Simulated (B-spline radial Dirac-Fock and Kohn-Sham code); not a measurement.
Calculated with a radial B-spline solver, using Dirac-Fock ΔSCF + Breit + QED. Free neutral atoms.

Problem. Order these X-ray lines by photon energy, lowest first.
A. Au Kβ2''
B. Er Kα1
C. Tb Kβ1
D. Lu Kα1
E. Gd Kβ1
F. Tl Kα1

Solution. E (48687.8 eV), B (49124.8 eV), C (50381.5 eV), D (54065.0 eV), F (72868.6 eV), A (80070.8 eV).
